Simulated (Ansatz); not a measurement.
Cu₃H₃⁺. Charge 1, multiplicity 2. Geometry r2SCAN-D4/def2-SVP.

Cartesian coordinates in Å:
```
Cu -0.680 1.056 -0.033
Cu 0.003 -0.827 1.201
Cu 0.768 -0.390 -1.152
H -0.996 0.531 1.449
H -0.032 1.075 -1.508
H 0.936 -1.444 0.042
```

No other spin state of charge 1 was run. The structure comes from a short search, and lower isomers may exist.

(1) Estimate the α-spin orbital energies around the gap (eV) in Ansatz with HF/def2-TZVP, PBE-D4/def2-TZVP, revPBE-D4/def2-TZVP, BHLYP-D4/def2-TZVP, ωB97M-V/def2-TZVP.

## Answers

(1) 
```tsv
orbital	HF/def2-TZVP	PBE-D4/def2-TZVP	revPBE-D4/def2-TZVP	BHLYP-D4/def2-TZVP	ωB97M-V/def2-TZVP
HOMO−13	-26.60	-13.18	-13.08	-19.37	-18.17
HOMO−12	-20.93	-13.18	-13.07	-18.80	-18.13
HOMO−11	-20.82	-12.96	-12.85	-17.63	-17.73
HOMO−10	-20.15	-12.92	-12.81	-17.13	-17.62
HOMO−9	-19.92	-12.80	-12.68	-16.85	-17.44
HOMO−8	-19.75	-12.47	-12.35	-16.60	-17.34
HOMO−7	-19.48	-12.39	-12.28	-16.37	-17.04
HOMO−6	-19.36	-12.38	-12.27	-16.22	-17.00
HOMO−5	-19.17	-12.29	-12.19	-16.20	-17.00
HOMO−4	-19.15	-12.29	-12.18	-16.04	-16.86
HOMO−3	-18.88	-12.26	-12.16	-16.04	-16.85
HOMO−2	-18.41	-12.25	-12.15	-15.77	-16.73
HOMO−1	-16.43	-11.58	-11.48	-14.28	-15.25
HOMO	-15.44	-11.55	-11.45	-14.18	-15.21
LUMO	-3.55	-7.68	-7.55	-5.43	-4.59
LUMO+1	-2.70	-7.24	-7.11	-5.29	-4.31
LUMO+2	-2.51	-6.40	-6.25	-4.44	-3.65
LUMO+3	-2.26	-6.20	-6.10	-4.42	-3.32
LUMO+4	-0.84	-4.24	-4.18	-2.61	-1.75
LUMO+5	-0.16	-3.89	-3.78	-2.13	-1.29
β HOMO	-15.57	-11.46	-11.36	-14.17	-15.04
β LUMO	-3.82	-11.00	-10.88	-8.94	-8.30
```
